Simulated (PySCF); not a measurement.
CH2, charge +1, doublet, geometry from GFN2-xTB (a state made from the parent by changing its charge; the spin is typed, not shown lowest); PySCF with CCSD(T)/STO-3G.

The PySCF input:
```python
from pyscf import gto, scf, cc

mol = gto.Mole()
mol.atom = '''
    C     0.00000000    0.00000000    0.00000000
    H    -0.00000000   -0.00000000   -1.11194657
    H     0.00000000    0.00000000    1.11194657
'''
mol.basis = 'sto-3g'
mol.charge = 1
mol.spin = 1
mol.verbose = 4
mol.build()

mf = scf.UHF(mol)
mf.kernel()

mycc = cc.CCSD(mf)
mycc.direct = True
mycc.kernel()
et = mycc.ccsd_t()
print('E(CCSD(T)) = %.10f' % (mycc.e_tot + et))
```

Question: Predict the main parts of the log of this PySCF run.

Answer: 
```
PySCF version 2.14.0

[INPUT] verbose = 4
[INPUT] num. atoms = 3
[INPUT] num. electrons = 7
[INPUT] charge = 1
[INPUT] spin (= nelec alpha-beta = 2S) = 1
[INPUT] symmetry False subgroup None
[INPUT] Mole.unit = angstrom
[INPUT] Symbol           X                Y                Z      unit          X                Y                Z       unit  Magmom
[INPUT]  1 C      0.000000000000   0.000000000000   0.000000000000 AA    0.000000000000   0.000000000000   0.000000000000 Bohr   0.0
[INPUT]  2 H      0.000000000000   0.000000000000  -1.111946570000 AA    0.000000000000   0.000000000000  -2.101274482450 Bohr   0.0
[INPUT]  3 H      0.000000000000   0.000000000000   1.111946570000 AA    0.000000000000   0.000000000000   2.101274482450 Bohr   0.0

nuclear repulsion = 5.94877066485308
number of shells = 5
number of NR pGTOs = 21
number of NR cGTOs = 7
basis = sto-3g
ecp = {}

******** <class 'pyscf.scf.uhf.UHF'> ********
method = UHF
initial guess = minao
damping factor = 0
level_shift factor = 0
DIIS = <class 'pyscf.scf.diis.CDIIS'>
diis_start_cycle = 1
diis_space = 8
diis_damp = 0
SCF conv_tol = 1e-09
SCF conv_tol_grad = None
SCF max_cycles = 50
direct_scf = True
direct_scf_tol = 1e-13
number electrons alpha = 4  beta = 3
Set gradient conv threshold to 3.16228e-05
init E= -38.0628120671031

cycle= 1 E= -38.0838475491407  delta_E= -0.021  |g|= 0.178  |ddm|=  1.4
cycle= 2 E= -38.1087085897779  delta_E= -0.0249  |g|= 0.0349  |ddm|= 0.251
cycle= 3 E= -38.1100727381705  delta_E= -0.00136  |g|= 0.0137  |ddm|= 0.0611
cycle= 4 E= -38.1103588018933  delta_E= -0.000286  |g|= 0.00425  |ddm|= 0.0353
cycle= 5 E= -38.1103882783352  delta_E= -2.95e-05  |g|= 0.000192  |ddm|= 0.0144
cycle= 6 E= -38.1103883198316  delta_E= -4.15e-08  |g|= 1.89e-05  |ddm|= 0.000465
cycle= 7 E= -38.1103883202016  delta_E= -3.7e-10  |g|= 5.89e-07  |ddm|= 4.2e-05
Extra cycle  E= -38.110388320202  delta_E= -3.98e-13  |g|= 3.29e-07  |ddm|= 8.95e-07
converged SCF energy = -38.110388320202  <S^2> = 0.7624581  2S+1 = 2.0124195

******** <class 'pyscf.cc.uccsd.UCCSD'> ********
CC2 = 0
CCSD nocc = (np.int64(4), np.int64(3)), nmo = (7, 7)
max_cycle = 50
direct = 1
conv_tol = 1e-07
conv_tol_normt = 1e-06
diis_space = 6
diis_start_cycle = 0
diis_start_energy_diff = 1e+09
Init t2, MP2 energy = -0.0272653569867689
Init E_corr(UCCSD) = -0.0272653569868525
cycle = 1  E_corr(UCCSD) = -0.036255237099386  dE = -0.00898988011  norm(t1,t2) = 0.0388922
cycle = 2  E_corr(UCCSD) = -0.0395501742371628  dE = -0.00329493714  norm(t1,t2) = 0.0174388
cycle = 3  E_corr(UCCSD) = -0.042089618554161  dE = -0.00253944432  norm(t1,t2) = 0.00918445
cycle = 4  E_corr(UCCSD) = -0.042138331739551  dE = -4.87131854e-05  norm(t1,t2) = 0.00230354
cycle = 5  E_corr(UCCSD) = -0.0421619639193472  dE = -2.36321798e-05  norm(t1,t2) = 0.000286034
cycle = 6  E_corr(UCCSD) = -0.0421555519905381  dE = 6.41192881e-06  norm(t1,t2) = 7.5662e-05
cycle = 7  E_corr(UCCSD) = -0.0421586344855623  dE = -3.08249502e-06  norm(t1,t2) = 1.20996e-05
cycle = 8  E_corr(UCCSD) = -0.0421580254385829  dE = 6.09046979e-07  norm(t1,t2) = 3.33918e-06
cycle = 9  E_corr(UCCSD) = -0.0421580062978017  dE = 1.91407812e-08  norm(t1,t2) = 5.15777e-07
UCCSD converged
E(UCCSD) = -38.15254632649981  E_corr = -0.04215800629780173
UCCSD(T) correction = -0.000189658742388792
E(CCSD(T)) = -38.1527359852
```
